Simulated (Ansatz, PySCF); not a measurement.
BrHSeZn. Atoms are numbered in the order given.

```xyz
4

Zn    -0.0081     0.0153     0.0000
Br     0.0038     2.2702     0.0000
Se    -0.0390    -2.2825     0.0000
H      1.4392    -2.3116     0.0000
```

Geometry optimised at B3LYP-D3(BJ)/def2-SVP. The structure was generated by enumeration; whether it is a known compound was not checked. Other conformers were not sampled.

Vertical ionisation energy (IE) and electron affinity (EA) in eV. Rows of orbital energies are one-electron estimates. Where ΔSCF, EOM or ADC give a negative EA the extra electron is unbound and the value depends on the basis.

| level | IE | EA |
|---|---|---|
| −ε(HOMO), −ε(LUMO), B3LYP/def2-TZVPD (PySCF) | … | … |
| −ε(HOMO), −ε(LUMO), PBE/def2-TZVPD (PySCF) | 6.26 | 2.45 |
| ΔSCF, PBE0/def2-SVPD (Ansatz), final states of multiplicity 2 and 2 | 9.50 | 0.16 |
| ΔSCF, PBE/def2-SVPD (Ansatz), final states of multiplicity 2 and 2 | 9.22 | 0.28 |

### Question
Complete the blanks. (An estimate is asked for; the answer gives what the named calculation found.)

### Answer

- −ε(HOMO), −ε(LUMO), B3LYP/def2-TZVPD (PySCF), IE: 7.14
- −ε(HOMO), −ε(LUMO), B3LYP/def2-TZVPD (PySCF), EA: 1.92

### Question
What vertical singlet–triplet gap does ΔSCF give with PBE0/def2-SVPD (Ansatz, a quantum-chemistry and plane-wave program) and with PBE/def2-SVPD (Ansatz)? (An estimate is asked for; the answer gives what the named calculation found.)

### Answer
4.33 and 3.97 eV (triplet above singlet where positive).
